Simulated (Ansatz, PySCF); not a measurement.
CH5N3OSi, SMILES N#CO[SiH](N)N. Atoms are numbered in the order given.

```xyz
11

N      2.5273     0.6365     1.4384
C      1.7737     0.2301     0.6515
O      0.9665    -0.2135    -0.2299
Si    -0.7558    -0.3172    -0.0203
N     -1.5815     1.1644     0.0155
N     -1.1449    -1.1711    -1.4374
H     -0.9031    -0.9274     1.3254
H     -1.7501     1.6574     0.8840
H     -1.6403     1.7694    -0.7954
H     -2.1044    -1.3038    -1.7294
H     -0.5130    -1.8555    -1.8343
```

Geometry optimised at PBE0-D3(BJ)/def2-SVP. The structure was generated by enumeration, and PubChem lists no compound with its InChIKey, so it may never have been made. Other conformers were not sampled.

Two levels are set side by side: PBE-D3(BJ)/def2-SVP (Ansatz, a first-principles code) and PBE0-D3(BJ)/def2-SVP (Ansatz). Each level has its own optimised geometry; the coordinates shown are those of the second. Frequencies come from the Hessian of PySCF at each geometry. Differences are taken from unrounded values.

```json
[
 {"quantity": "mean bond length (Å)", "PBE0-D3(BJ)": "1.311"},
 {"quantity": "bond N1–C2 (Å)", "PBE0-D3(BJ)": "1.163"},
 {"quantity": "bond C2–O3 (Å)", "PBE0-D3(BJ)": "1.275"},
 {"quantity": "bond O3–Si4 (Å)", "PBE0-D3(BJ)": "1.738"},
 {"quantity": "bond Si4–N5 (Å)", "PBE0-D3(BJ)": "1.697"},
 {"quantity": "bond Si4–N6 (Å)", "PBE0-D3(BJ)": "1.700"},
 {"quantity": "bond Si4–H7 (Å)", "PBE0-D3(BJ)": "1.485"},
 {"quantity": "bond N5–H8 (Å)", "PBE0-D3(BJ)": "1.013"},
 {"quantity": "bond N5–H9 (Å)", "PBE0-D3(BJ)": "1.013"},
 {"quantity": "bond N6–H10 (Å)", "PBE0-D3(BJ)": "1.012"},
 {"quantity": "bond N6–H11 (Å)", "PBE0-D3(BJ)": "1.013"},
 {"quantity": "highest harmonic wavenumber (cm⁻¹)", "PBE0-D3(BJ)": "3743"},
 {"quantity": "mean harmonic wavenumber (cm⁻¹)", "PBE0-D3(BJ)": "1222"},
 {"quantity": "zero-point energy (kcal/mol)", "PBE0-D3(BJ)": "47.17"}
]
```

What does PBE-D3(BJ) give, and how far is it from PBE0-D3(BJ)? (Estimate from the structure and the level; the computed values follow.)


```
quantity                            PBE-D3(BJ)  PBE-D3(BJ) minus PBE0-D3(BJ)
----------------------------------  ----------  ----------------------------
mean bond length (Å)                     1.323                         0.012
bond N1–C2 (Å)                           1.179                         0.016
bond C2–O3 (Å)                           1.287                         0.012
bond O3–Si4 (Å)                          1.759                         0.021
bond Si4–N5 (Å)                          1.710                         0.013
bond Si4–N6 (Å)                          1.714                         0.015
bond Si4–H7 (Å)                          1.497                         0.012
bond N5–H8 (Å)                           1.022                         0.009
bond N5–H9 (Å)                           1.022                         0.009
bond N6–H10 (Å)                          1.021                         0.009
bond N6–H11 (Å)                          1.022                         0.009
highest harmonic wavenumber (cm⁻¹)        3619                          -124
mean harmonic wavenumber (cm⁻¹)           1179                           -43
zero-point energy (kcal/mol)             45.51                         -1.66
```

GGA bonds tend to be longer and softer than those of functionals with exact exchange. Differences between two approximate levels are no errors against the true value.
